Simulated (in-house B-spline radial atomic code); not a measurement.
V¹⁹⁺. Computed with a B-spline radial atomic code. Model: all-electron spherical atom, spin shells full or empty, radial basis limit, no spin-orbit coupling: exact exchange with a local potential (Slater, KLI or optimised effective potential, whose far tail is KLI's), no correlation.

The run also made RPA and GW results, which its time includes.

The Slater potential averages the orbital exchange potentials with the orbital densities as weights, KLI adds orbital constants, and the optimised effective potential minimises the exact-exchange energy among local potentials. So their energies lie above Hartree-Fock in the order OEP, KLI, Slater. All fall off as −1/r, unlike LDA and GGA exchange.

Command:
```bash
python run_gw.py task.json out
```
Settings (lengths in bohr, energies in hartree):
```
Z                      23
electrons              4
configuration          [He] 2s2
hamiltonian            nr
method                 slater
lmax                   9
spin_polarised         False
box_radius             4.23
intervals              62
ion_configuration      [He] 2s1
```

Time taken, with all properties: 2.4 s on 1 thread of Intel(R) Xeon(R) Platinum 8259CL CPU @ 2.50GHz (Skylake/Cascade Lake) (shared host).

Given: hamiltonian non-relativistic; mean-field start Slater potential.

Computed: energy above Hartree-Fock 11.785 millihartree; virial ratio -E/T less 1 -0.005204.

| radius (bohr) | r times exchange potential (hartree bohr) |
| --- | --- |
| 0.00217 | -0.051261 |
| 0.00256 | -0.060435 |
| 0.00301 | -0.071001 |
| 0.00354 | -0.083404 |
| 0.00416 | -0.097863 |
| 0.0049 | -0.11503 |
| 0.00576 | -0.13483 |
| 0.00678 | -0.1581 |
| 0.00797 | -0.18491 |
| 0.00938 | -0.21615 |
| 0.011 | -0.25126 |
| 0.013 | -0.29336 |
| 0.0153 | -0.33995 |
| 0.018 | -0.392 |
| 0.0211 | -0.44814 |
| 0.0249 | -0.51159 |
| 0.0292 | -0.57639 |
| 0.0344 | -0.64528 |
| 0.0405 | -0.71396 |
| 0.0476 | -0.77934 |
| 0.056 | -0.83965 |
| 0.0659 | -0.89137 |
| 0.0775 | -0.92989 |
| 0.0912 | -0.94624 |
| 0.107 | -0.92064 |
| 0.126 | -0.83099 |
| 0.148 | ? |
| 0.175 | -0.71673 |
| 0.205 | -0.76994 |
| 0.242 | -0.84291 |
| 0.284 | -0.90488 |
| 0.334 | -0.95052 |
| 0.393 | -0.97838 |
| 0.463 | ? |
| 0.544 | -0.99787 |
| 0.641 | -0.99956 |
| 0.753 | -0.99993 |

(1) What belongs in the row 0.148?

(2) What belongs in the row 0.463?

```tsv
occupied	level (hartree)	Hartree-Fock level (hartree)
1s	-241.35	-241.73
2s	-54.271	-53.982
```

```json
{"empty": "2p", "level (hartree)": "-52.867"}
{"empty": "3s", "level (hartree)": "-23.395"}
{"empty": "3p", "level (hartree)": "-22.962"}
{"empty": "3d", "level (hartree)": "?"}
{"empty": "4s", "level (hartree)": "-12.983"}
{"empty": "4p", "level (hartree)": "-12.802"}
{"empty": "4d", "level (hartree)": "-12.57"}
{"empty": "4f", "level (hartree)": "-12.506"}
```

(3) What belongs in the row 3d?

Answers

(1) r times exchange potential (hartree bohr): -0.73195.

(2) r times exchange potential (hartree bohr): -0.99238.

(3) level (hartree): -22.368.
